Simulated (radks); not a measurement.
Problem. Coherent X-ray form factor from a spherical all-electron density. Method: Dirac Kohn-Sham, PBE, spin-unpolarised, spherical densities, finite nucleus; Fermi nuclear charge, rms radius of each element as measured or else 0.836 A^(1/3) + 0.57 fm; computed with a radial shooting solver on a logarithmic mesh with Libxc functionals.

sin(theta)/lambda (1/angstrom),f0 (electrons)
0.05,71.247
0.1,69.163
0.15,66.163
0.2,62.693
0.25,59.092
0.3,55.565
0.4,49.106
0.5,43.580
0.6,38.883
0.8,31.321
1,25.608
1.25,20.634
1.5,17.502
2,13.867

The species is in the configuration that NIST lists as its ground one. Which atom or ion scatters so?

Solution. The tungsten ion W2+, [Xe] 4f14 5d4. Extrapolating in s^2 from the first two rows gives f0(0) = 71.9, near the electron count 72; among species with that count, the fall with angle is slower the higher Z, and the table is that of Z = 74; from so few rows the species is fixed only to a neighbour or two.
